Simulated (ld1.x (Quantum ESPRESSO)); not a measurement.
An all-electron radial function and its pseudo partner (vanadium (V))

Columns: radius, all-electron u(r) and pseudo u(r) of the 4p shell (level -1.44 eV) of vanadium in the configuration [Ne] 3s2 3p6 3d3 4s2 4p0; PBE, scalar-relativistic, PAW scheme, ld1.x (Quantum ESPRESSO) 7.5.

```json
{"r (bohr)": "0.143", "all-electron": "0.1035", "pseudo": "-0.0389"}
{"r (bohr)": "0.285", "all-electron": "0.0455", "pseudo": "-0.1391"}
{"r (bohr)": "0.428", "all-electron": "-0.0715", "pseudo": "-0.2626"}
{"r (bohr)": "0.570", "all-electron": "-0.1527", "pseudo": "-0.3608"}
{"r (bohr)": "0.713", "all-electron": "-0.1819", "pseudo": "-0.3996"}
{"r (bohr)": "0.855", "all-electron": "-0.1682", "pseudo": "-0.3675"}
{"r (bohr)": "0.998", "all-electron": "-0.1266", "pseudo": "-0.2782"}
{"r (bohr)": "1.140", "all-electron": "-0.0704", "pseudo": "-0.1625"}
{"r (bohr)": "1.283", "all-electron": "-0.0076", "pseudo": "-0.0489"}
{"r (bohr)": "1.425", "all-electron": "0.0554", "pseudo": "0.0437"}
{"r (bohr)": "1.568", "all-electron": "0.1163", "pseudo": "0.1150"}
{"r (bohr)": "1.710", "all-electron": "0.1725", "pseudo": "0.1725"}
{"r (bohr)": "1.853", "all-electron": "0.2241", "pseudo": "0.2241"}
{"r (bohr)": "1.995", "all-electron": "0.2701", "pseudo": "0.2701"}
{"r (bohr)": "2.138", "all-electron": "0.3110", "pseudo": "0.3110"}
{"r (bohr)": "2.280", "all-electron": "0.3467", "pseudo": "0.3467"}
{"r (bohr)": "2.423", "all-electron": "0.3778", "pseudo": "0.3778"}
{"r (bohr)": "2.565", "all-electron": "0.4042", "pseudo": "0.4042"}
{"r (bohr)": "2.708", "all-electron": "0.4264", "pseudo": "0.4264"}
{"r (bohr)": "2.850", "all-electron": "0.4445", "pseudo": "0.4445"}
{"r (bohr)": "2.992", "all-electron": "0.4589", "pseudo": "0.4589"}
{"r (bohr)": "3.135", "all-electron": "0.4700", "pseudo": "0.4700"}
{"r (bohr)": "3.278", "all-electron": "0.4779", "pseudo": "0.4779"}
{"r (bohr)": "3.420", "all-electron": "0.4829", "pseudo": "0.4829"}
{"r (bohr)": "3.563", "all-electron": "0.4854", "pseudo": "0.4854"}
{"r (bohr)": "3.705", "all-electron": "0.4856", "pseudo": "0.4856"}
```

(1) How many radial nodes do the two functions have?

(2) At about which radius was the pseudo-wave matched?

(3) Is the pseudo-wave norm-conserving?

Answers

(1) The all-electron 4p function has n − l − 1 = 2; the pseudo-wave has 1, since 1 lower shell of the same l stays in the valence.

(2) 1.75 bohr, where the columns begin to agree (steps of 0.14 bohr).

(3) No, it belongs to a PAW set: the norm inside the radius is not constrained, and the difference is carried by the augmentation charge.
